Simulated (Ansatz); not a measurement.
The same path of ClFGaH3O2 (8 atoms, charge 0, multiplicity 1) was run twice with different band settings.

These are results of RKS PBE/def2-SVP in Ansatz 0.2.0, not measurements.

Relaxed end points:

```xyz
8
Properties=species:S:1:pos:R:3
Ga -0.029 -0.150 -0.110
Cl 0.057 -0.450 2.116
O 1.478 -0.346 -1.049
H 2.246 -0.457 -0.459
O -1.620 -0.252 -0.917
H -2.341 -0.314 -0.263
F 0.065 1.951 0.635
H 0.089 1.530 1.510
```

```xyz
8
Properties=species:S:1:pos:R:3
Ga 0.063 -0.165 0.110
Cl -0.179 -0.340 2.316
O 1.739 -0.399 -0.469
H 1.755 -0.479 -1.442
O -1.374 -0.320 -0.953
H -2.199 -0.365 -0.434
F 0.100 1.970 0.717
H 0.042 1.612 1.617
```

Common settings: movable images 7; climbing image yes; optimiser quadratic models (default); start path through a guess of the saddle point; force threshold 0.03 eV/Å; iteration limit 60; end points relaxed.

| run | spring |
| --- | --- |
| 1 | 5.0 eV/Å² |
| 2 | 50.0 eV/Å² |

Question: What does each run give, and how far can it be trusted?

Answer: Run 1: converged after 25 iterations, highest image 0.056 eV above the first end. A vibrational analysis at the climbing image gives one clearly imaginary mode, 193i cm⁻¹: a first-order saddle point.
Run 2: converged after 20 iterations, highest image 0.056 eV above the first end. Another band between the same ends (7 images) ends at a top of the same energy, where a vibrational analysis finds 1 clearly imaginary mode.
